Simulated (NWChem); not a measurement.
C₂H₆AlClO; SMILES C([O][AlH][Cl])C

```xyz
11

Al    -0.6064    -0.4915    -0.0136
H     -2.1597    -0.1871    -0.0084
Cl     0.0661    -2.4910    -0.0103
O      0.6176     0.6873    -0.0240
C      0.8613     2.0709    -0.0173
C     -0.4017     2.9231     0.0333
H      1.5125     2.3121     0.8550
H      1.4543     2.3317    -0.9248
H     -0.9931     2.7075     0.9477
H     -0.1481     4.0029     0.0392
H     -1.0502     2.7306    -0.8468
```
Atoms are numbered in this order, from 1.

Results from NWChem. Pople sets run with spherical d functions. The geometry was optimised at PBE-D3(BJ)/def2-SVP. Core excitations by TDA in a window of 1s orbitals, non-relativistic and unshifted: absolute energies depend strongly on the exact-exchange share.

Question: Estimate the computed values for Al K edge, PBE/6-311G**. Quantities: first 1s excitation (eV); dipole oscillator strength of the first; first state with f > 0.002 (eV); dipole oscillator strength of that state.

Answer: 
```yaml
first 1s excitation (eV): 1505.9
dipole_oscillator_strength_of_the_first: 0.0037
first state with f > 0.002 (eV): 1505.9
dipole_oscillator_strength_of_that_state: 0.0037
```
